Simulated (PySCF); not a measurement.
C2H4N2OSi, SMILES O[SiH]1N=CC=N1. Atoms are numbered in the order given.

```xyz
10

O      2.0705     0.5055     0.0000
Si     0.7030    -0.4136     0.0000
N     -0.4341    -0.0715     1.3479
C     -1.5415     0.1904     0.7664
C     -1.5415     0.1904    -0.7664
N     -0.4341    -0.0715    -1.3479
H      1.9752     1.4652     0.0000
H      1.1357    -1.8265     0.0000
H     -2.4702     0.4119     1.3260
H     -2.4702     0.4119    -1.3260
```
Charge 0, spin multiplicity 1.

Geometry: r2SCAN-D4/def2-SVP. This is a generated structure with no PubChem entry under its InChIKey; it may be hypothetical. The values are those of a single conformer.

These are r2SCAN/def2-TZVP run with PySCF values and carry that method's errors.

Symmetry labels are those of the subgroup Cs that the program uses (full group Cs).

Question: List the valence orbital energies around the gap with their symmetry. (The exact figures need the calculation; the answer reports its results.)

Answer: 
```tsv
orbital	symmetry	energy (eV)
HOMO−7	A'	-10.79
HOMO−6	A"	-10.52
HOMO−5	A'	-9.46
HOMO−4	A'	-9.24
HOMO−3	A"	-8.68
HOMO−2	A"	-8.02
HOMO−1	A"	-6.78
HOMO	A'	-6.58
LUMO	A'	-3.43
LUMO+1	A"	-0.12
LUMO+2	A'	0.57
LUMO+3	A"	1.39
```
